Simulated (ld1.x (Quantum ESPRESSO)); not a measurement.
## An odd input for ld1.x (Quantum ESPRESSO) 7.5 (Cd)

Command:

```bash
ld1.x < Cd.in > Cd.out
```

Input:

```
&input
   title='Cd', zed=48., rel=1, dft='PZ', iswitch=3, lsd=1,
   config='[Kr] 4d10 5s0.5 5p0',
   nld=3, rlderiv=3.05, eminld=-4.0, emaxld=5.0, deld=0.02
 /
 &inputp
   pseudotype=2, tm=.true., lloc=0,
   nlcc=.true., new_core_ps=.true.,
   file_pseudopw='Cd.UPF', file_wfcaegen='ae.wfc', file_wfcncgen='nc.wfc', file_beta='beta', file_chi='chi'
 /
3
5P  2  1   0.00   0.00  2.80  2.80  0.0
4D  3  2  10.00   0.00  1.55  1.55  0.0
5S  1  0   0.50   0.00  1.90  1.90  0.0
 &test
   configts(1)='4d10 5s0.5 5p0'
 /
```

This is an input that runs to its end, with one change: spin polarisation asked for in a generation.

How does the run end?

The program runs through. The occupied levels of the test differ from the all-electron ones by at most 0.00001 Ry (unchanged input: 0.00001 Ry).

```

     Etot =  -11177.943139 Ry,   -5588.971570 Ha, -152083.664097 eV
     Etotps =  -118.710225 Ry,     -59.355113 Ha,   -1615.134894 eV

     Ekin =      78.303859 Ry,      39.151930 Ha,    1065.378280 eV
     Encl =    -134.184374 Ry,     -67.092187 Ha,   -1825.671412 eV
     Ehrt =      75.697862 Ry,      37.848931 Ha,    1029.921881 eV
     Ecxc =     -43.810710 Ry,     -21.905355 Ha,    -596.075079 eV
     (Ecc =     -25.473463 Ry,     -12.736731 Ha,    -346.584118 eV)
     Epseu=     -94.716862 Ry,     -47.358431 Ha,   -1288.688563 eV

     ---------------------- End of pseudopotential test ----------------------
```
